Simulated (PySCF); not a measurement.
Polarisability and C₆ of H (hydrogen, neutral)

1s1, 2S determinant. Calculation: PySCF 2.14, in aug-cc-pVQZ (5s4p3d2f, 46 functions); the non-relativistic Hamiltonian (point nucleus). Coupled (time-dependent) response in atomic units; α is the mean over directions.

```tsv
method	mean α (bohr³)	C₆ (like pair)	S(−4)
UHF	4.496	6.498	26.14
```

S(−4) is the Cauchy moment in α(ω) = α(0) + S(−4) ω² + …

Reference α: 4.507 bohr³ (recommended; Schwerdtfeger and Nagle, table of static dipole polarizabilities (2023 update)). Published C₆: 6.499 (Chu and Dalgarno (2004); Tang, Norbeck and Certain (1976)).

α(iu) at UHF:

```
u (hartree)  α(iu) (bohr³)
          0          4.496
     0.0500          4.431
      0.100          4.250
      0.200          3.657
      0.300          2.980
      0.500          1.903
      0.750          1.142
       1.00         0.7430
       1.50         0.3775
       2.00         0.2252
       3.00         0.1052
       5.00        0.03910
```

A single London oscillator, α(iu) = α/(1 + u²/ω²), gives C₆ = (3/4) ω α². Matching the computed C₆ needs ω = 4 × 6.498 / (3 × 4.496²) = 0.429 hartree.

For a non-relativistic one-electron ion the exact value is 9/(2Z⁴) = 4.500 bohr³; Hartree-Fock is exact here up to the basis.
